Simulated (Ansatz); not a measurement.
AlFH₂S₂, SMILES `[F][Al]([SH])[SH]`, relaxed with RKS PBE-D4/def2-SVP in Ansatz from a rough embedded geometry. The force threshold is 0.03 eV/Å; the program also tests the step.

Charge 0, multiplicity 1.

Start:

```xyz
6

F    -0.707   -0.038   -2.225
Al   -0.513   -0.094   -0.424
S     0.188   -2.007    0.500
S    -0.913    1.643    0.932
H     1.554   -1.660    0.403
H     0.392    2.156    0.814
```

Problem. By how much does the energy fall, and how many steps does the optimiser take? (Estimate.)

Solution. Ansatz gave: 71.37 kJ/mol, in 11 steps.

Problem. Which bonds change most? (Best estimate.)

Solution. Ansatz gave: F1–Al2 from 1.812 to 1.679 Å; Al2–S4 from 2.239 to 2.184 Å; Al2–S3 from 2.238 to 2.184 Å; S3–H5 from 1.412 to 1.364 Å.

Problem. Give the relaxed structure. (Best estimate.)

Solution. Ansatz gave: 
```xyz
6

F     0.240    0.242   -1.696
Al    0.007    0.007   -0.050
S     0.412   -1.950    0.829
S    -0.700    1.661    1.188
H     0.801   -2.454   -0.378
H    -0.759    2.494    0.108
```
